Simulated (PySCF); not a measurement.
Removing an electron from ReO3(OH)

Species: ReO3(OH) (singlet state).
Geometry (PBE0-D3(BJ)/def2-SVP, Å), atoms numbered from 1 in this order:
```xyz
6
HO4Re angstrom
Re     0.206    0.359    0.216
O      0.089    0.197    1.899
O      1.848    0.450   -0.191
O     -0.527    1.823   -0.223
O     -0.599   -1.049   -0.625
H     -1.018   -1.781   -1.076
```

Level: wB97X-D/def2-SVPD (PySCF). Frontier orbitals with their largest atomic shares (Löwdin; up to four atoms above 4 %):

```
orbital  ε (eV)                           main atoms
 HOMO−3  -12.64  O2 30 %, O3 29 %, O4 29 %, Re1 10 %
 HOMO−2  -11.83   O4 35 %, O3 34 %, O2 20 %, Re1 7 %
 HOMO−1  -11.83   O2 39 %, O3 25 %, O4 24 %, Re1 7 %
   HOMO  -11.60                                    ?
   LUMO   -0.96  Re1 53 %, O4 15 %, O3 13 %, O2 10 %
 LUMO+1   -0.96  Re1 53 %, O2 16 %, O3 13 %, O4 11 %
 LUMO+2   -0.13   Re1 48 %, O5 15 %, H6 11 %, O2 9 %
```

Question: What vertical ionisation energy does ΔSCF give, and how far is −ε(HOMO) from it?

Answer: ΔSCF: 11.99 eV (1157 kJ/mol; threshold wavelength 103 nm); ⟨S²⟩ of the doublet left behind is 0.823, against 0.75 for a pure doublet. −ε(HOMO) is 11.60 eV, 0.39 eV below it. For the exact functional −ε(HOMO) would equal the first vertical ionisation energy; wB97X-D (range-separated hybrid) falls short of its own ΔSCF value by 3 %.

Question: On which atoms does the HOMO lie?

Answer: O3 (oxygen bonded to Re) 32 %, O4 (oxygen bonded to Re) 32 %, O2 (oxygen bonded to Re) 32 %, Re1 (rhenium bonded to 4 O) 5 %, so no atom holds as much as 40 %. The HOMO−1 lies 0.23 eV lower.

Question: Shift the occupied levels rigidly so that −ε(HOMO) equals the ΔSCF value. What binding energies result?

Answer: The shift is +0.39 eV: HOMO 11.99, HOMO−1 12.22, HOMO−2 12.22, HOMO−3 13.03 eV. A rigid shift is only a rough guide to the deeper ionisations.

Question: How many of the 10 lowest singlet excitations (vertical TDDFT, same level) lie below the ionisation energy?

Answer: All 10; they run from 4.99 to 6.48 eV.

Isolated species at its PBE0-D3(BJ)/def2-SVP geometry, gas phase. Atoms past krypton carry effective core potentials; spin–orbit coupling is left out.
